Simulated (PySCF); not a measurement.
Trimethylsilane iodide, C3H9ISi.
Bonds: C1–Si2, Si2–C3, Si2–C4, Si2–I5. Hydrogens: H6, H7, H8 on C1; H9, H10, H11 on C3; H12, H13, H14 on C4.

Computed by this run: PySCF 2.14.0, PBE0-D3(BJ)/def2-SVP geometry optimisation, gas phase, def2 core potentials past Kr; density fitting, grid level 1; the optimiser is geomeTRIC in internal coordinates, started from a GFN2-xTB structure with every atom displaced at random (about 0.01 Å).

At the end of the run (lengths in Å): C3–H11 1.103, C4–H13 1.100, C4–H14 1.100, Si2–C3 1.872, C4–H12 1.103, Si2–C4 1.872, Si2–I5 2.483, C1–Si2–C3 111.7°, C1–Si2–I5 107.2°, H9–C3–Si2–C1 57°, H6–C1–Si2–C3 63°.

**Question.** These geometries were met on the way; a selection of coordinates is given. Order them by energy above the end point, lowest first.
A. C3–H11 1.109, C4–H13 1.113, C4–H14 1.088, Si2–C3 1.871, C4–H12 1.105, Si2–C4 1.876, Si2–I5 2.486, C1–Si2–C3 113.0°, C1–Si2–I5 107.6°, H9–C3–Si2–C1 62°, H6–C1–Si2–C3 58°
B. C3–H11 1.066, C4–H13 1.067, C4–H14 1.128, Si2–C3 1.889, C4–H12 1.088, Si2–C4 1.861, Si2–I5 2.493, C1–Si2–C3 111.8°, C1–Si2–I5 106.2°, H9–C3–Si2–C1 57°, H6–C1–Si2–C3 65°
C. C3–H11 1.103, C4–H13 1.101, C4–H14 1.102, Si2–C3 1.870, C4–H12 1.102, Si2–C4 1.876, Si2–I5 2.484, C1–Si2–C3 112.3°, C1–Si2–I5 107.4°, H9–C3–Si2–C1 61°, H6–C1–Si2–C3 59°

**Answer.** C (0.008 eV), A (0.029 eV), B (0.104 eV).

```json
{"step": "2", "E above end (eV)": "0.008", "rms distance from the end, all atoms (Å)": "0.074", "largest force (eV/Å)": "0.141", "rms shift of all bonds from the end (Å)": "0.001"}
{"step": "1", "E above end (eV)": "0.029", "rms distance from the end, all atoms (Å)": "0.089", "largest force (eV/Å)": "0.851", "rms shift of all bonds from the end (Å)": "0.006"}
{"step": "0", "E above end (eV)": "0.104", "rms distance from the end, all atoms (Å)": "0.041", "largest force (eV/Å)": "1.848", "rms shift of all bonds from the end (Å)": "0.018"}
```

Rows stand in the order of the answer.
